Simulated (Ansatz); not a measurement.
Mulliken charges of Cl2H4OSi2 (`[SiH3]O[SiH](Cl)Cl`) from ωB97M-V/def2-TZVPP in Ansatz (PBE0-D4/def2-TZVP geometry).

```json
{"atom": "Si1", "x (Å)": "-1.500", "y (Å)": "-0.523", "z (Å)": "0.020", "charge (e)": "0.294"}
{"atom": "O2", "x (Å)": "-0.220", "y (Å)": "0.501", "z (Å)": "-0.160", "charge (e)": "-0.379"}
{"atom": "Si3", "x (Å)": "1.376", "y (Å)": "0.680", "z (Å)": "-0.087", "charge (e)": "0.531"}
{"atom": "Cl4", "x (Å)": "2.029", "y (Å)": "0.361", "z (Å)": "1.818", "charge (e)": "-0.189"}
{"atom": "Cl5", "x (Å)": "2.287", "y (Å)": "-0.669", "z (Å)": "-1.314", "charge (e)": "-0.190"}
{"atom": "H6", "x (Å)": "-2.728", "y (Å)": "0.262", "z (Å)": "-0.238", "charge (e)": "-0.020"}
{"atom": "H7", "x (Å)": "-1.515", "y (Å)": "-1.062", "z (Å)": "1.402", "charge (e)": "-0.020"}
{"atom": "H8", "x (Å)": "-1.385", "y (Å)": "-1.635", "z (Å)": "-0.955", "charge (e)": "-0.020"}
{"atom": "H9", "x (Å)": "1.744", "y (Å)": "2.039", "z (Å)": "-0.503", "charge (e)": "-0.007"}
```

Question: By hand: the dipole of these point charges (1 e Å = 4.8032 D).

Answer: Σ q r = (-0.345, 0.111, -0.074) e Å, of length 0.370 e Å = 1.78 D.

Question: How does the dipole of the full density compare? (An estimate is asked.)

Answer: Computed: (-0.225, 0.056, -0.042) e Å, 1.13 D; the point charges give 1.58 times that, at 4° from its direction.

Point charges leave out the atoms' own dipoles, such as those of lone pairs, and Mulliken's split depends on the basis, so the two needn't agree.
